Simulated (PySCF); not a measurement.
# Polarisability as a sum over states

Compound: GaH2(nPr), C3H9Ga.
Z-matrix (Å and degrees, PBE0-D3(BJ)/def2-SVP geometry), rows numbered from 1:
```
Ga
H   1  1.5775
H   1  1.5777  2  118.67
C   1  1.9788  2  121.07  3   177.78
C   4  1.5332  1  112.37  2   -96.24
C   5  1.5228  4  113.26  1  -179.15
H   4  1.1042  1  108.72  2   142.49
H   4  1.1032  1  109.46  2    26.11
H   5  1.1051  4  110.01  1    58.76
H   5  1.1050  4  109.93  1   -57.01
H   6  1.1019  5  110.97  4    59.98
H   6  1.1013  5  111.73  4  -179.68
H   6  1.1016  5  111.02  4   -59.35
```

The calculation used TDDFT CAM-B3LYP/def2-SVPD, vertical, gas phase, core orbitals frozen in the response (PySCF). Relativistic effects, spin–orbit coupling among them, are left out although an element past zinc is present.

Computed singlets:

```
state  E (eV)       f
   S1    4.73  0.0028
   S2    5.23  0.0000
   S3    7.11   0.029
   S4    7.27  0.0011
   S5    7.60  0.0062
   S6    7.74   0.278
   S7    7.85   0.157
   S8    8.01   0.134
   S9    8.10   0.046
  S10    8.38   0.025
  S11    8.46   0.029
  S12    8.62  0.0044
  S13    8.76   0.010
  S14    8.79   0.058
  S15    8.82   0.020
```

Task: How much of the mean static polarisability do these states give, one by one?

Result: Each state adds f / ΔE² (ΔE in hartree, 27.2114 eV).

```
state  f/ΔE² (au)  running sum (au)  running share of α (%)
   S1        0.09              0.09                     0.1
   S2        0.00              0.09                     0.1
   S3        0.42              0.52                     0.7
   S4        0.02              0.53                     0.8
   S5        0.08              0.61                     0.9
   S6        3.43              4.04                     5.8
   S7        1.89              5.94                     8.6
   S8        1.54              7.48                    10.8
   S9        0.52              8.00                    11.6
  S10        0.26              8.27                    11.9
  S11        0.30              8.57                    12.4
  S12        0.04              8.61                    12.4
  S13        0.10              8.71                    12.6
  S14        0.56              9.27                    13.4
  S15        0.19              9.46                    13.7
```

The full response gives 69.23 au (10.26 Å³), so 59.8 au comes from the higher roots of the same equations.

Task: By how much does the contribution of these states grow at 532 nm?

Result: With ω = 0.0856 hartree each state's term in the mean polarisability goes from f / ΔE² to f / (ΔE² − ω²); the sum over all 15 states goes from 9.46 to 10.38 au, a rise of 0.92 au.

The largest single term belongs to S6, which also has the largest f.

One conformer stands for the species.
